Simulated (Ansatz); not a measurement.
`[AlH2][O]C[SiH3]`, charge 0, multiplicity 1.

Task: Give a relaxed structure at PBE0-D4/def2-TZVP (Ansatz). (Estimate.)

Result: Ansatz gave: 
Cartesian coordinates in Å:
```
Al 2.012 0.259 1.170
O 0.998 -0.369 -0.029
C -0.339 -0.807 -0.037
Si -1.399 0.396 -1.041
H 1.452 0.370 2.647
H 3.457 0.682 0.703
H -0.392 -1.807 -0.485
H -0.751 -0.900 0.978
H -2.822 -0.045 -1.042
H -1.308 1.747 -0.423
H -0.908 0.473 -2.441
```
This is one stationary point; other conformers may exist.
